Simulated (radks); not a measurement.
Cl, 17 electrons, occupied as [Ne] 3s2 3p5.

Calculated with a radial shooting solver on a logarithmic mesh with Libxc functionals: scalar-relativistic Kohn-Sham, LDA (Slater exchange, Perdew-Zunger correlation), spin-polarised, spherical densities, finite nucleus; open shells are filled with parallel spins first; Fermi nuclear charge, rms radius 3.3654 fm.

Energy parts (Ry):
total: -920.24383
kinetic: 923.67149
electron-nucleus: -2197.13470
Hartree: 406.65917
exchange-correlation: -53.43978

Orbitals (lengths in bohr, moments of r in powers of bohr):
| orbital | occ. | eigenvalue (Ry) | <r^2> |
|---|---|---|---|
| 1s up | 1 | -201.5332 | 0.01119 |
| 1s down | 1 | -201.5202 | 0.01119 |
| 2s up | 1 | -18.50613 | 0.2365 |
| 2s down | 1 | -18.49225 | 0.2363 |
| 2p up | 3 | -14.09090 | 0.2074 |
| 2p down | 3 | -14.07364 | 0.2072 |
| 3s up | 1 | -1.54928 | 2.740 |
| 3s down | 1 | -1.48747 | 2.770 |
| 3p up | 3 | -0.66499 | 4.050 |
| 3p down | 2 | -0.61024 | 4.193 |
| 4s up | 0 | -0.02447 | 64.56 |
| 4s down | 0 | -0.02080 | 71.80 |

The highest occupied level is 3p down at -8.303 eV. Spin moment in Bohr magnetons: 1. Summed over all electrons, <r^2> = 27.79 bohr^2, which gives a Langevin (diamagnetic) susceptibility term of -22 x 10^-6 cm^3/mol. The density falls to 0.001 e/bohr^3 at r = 3.91 bohr. For comparison, the ionisation energy in NIST's Atomic Spectra Database is 12.968 eV (measured). In exact Kohn-Sham theory the highest level is minus the ionisation energy, but local and semilocal functionals leave it too shallow, through self-interaction and a potential that decays too fast; potentials with the right tail come closer. The electron density at the nucleus is 3576 e/bohr^3 (large components only).
